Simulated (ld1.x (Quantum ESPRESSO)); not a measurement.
# u(r) = r·R(r): atom against pseudo-atom (boron)

Columns: radius, all-electron u(r) and pseudo u(r) of the 2s shell (level -9.85 eV) of boron in the configuration [He] 2s1 2p2; LDA (PZ), scalar-relativistic, TM scheme, ld1.x (Quantum ESPRESSO) 7.5.

| r (bohr) | all-electron | pseudo |
| --- | --- | --- |
| 0.132 | 0.3014 | -0.0532 |
| 0.265 | 0.2597 | -0.1110 |
| 0.398 | 0.0944 | -0.1776 |
| 0.530 | -0.0968 | -0.2559 |
| 0.663 | -0.2761 | -0.3480 |
| 0.795 | -0.4253 | -0.4480 |
| 0.928 | -0.5427 | -0.5462 |
| 1.060 | -0.6278 | -0.6277 |
| 1.193 | -0.6854 | -0.6854 |
| 1.325 | -0.7189 | -0.7189 |
| 1.458 | -0.7332 | -0.7332 |
| 1.590 | -0.7321 | -0.7321 |
| 1.723 | -0.7191 | -0.7191 |
| 1.855 | -0.6975 | -0.6975 |
| 1.988 | -0.6694 | -0.6694 |
| 2.120 | -0.6372 | -0.6372 |
| 2.252 | -0.6024 | -0.6024 |
| 2.385 | -0.5659 | -0.5659 |
| 2.518 | -0.5290 | -0.5290 |
| 2.650 | -0.4926 | -0.4926 |
| 2.782 | -0.4570 | -0.4570 |
| 2.915 | -0.4224 | -0.4224 |
| 3.048 | -0.3893 | -0.3893 |
| 3.180 | -0.3582 | -0.3582 |
| 3.312 | -0.3288 | -0.3288 |
| 3.445 | -0.3010 | -0.3010 |

How many radial nodes do the two functions have?

The all-electron 2s function has n − l − 1 = 1; the pseudo-wave has 0, since the states of the same l below it are removed with the core.

At about which radius was the pseudo-wave matched?

1.35 bohr. The columns agree to 0.0005 from 1.06 bohr on; several derivatives are matched, so the curves merge somewhat inside the radius.

Is the pseudo-wave norm-conserving?

Yes: the TM scheme keeps the norm inside the radius equal to the all-electron one, which fixes the energy derivative of the logarithmic derivative at the level.
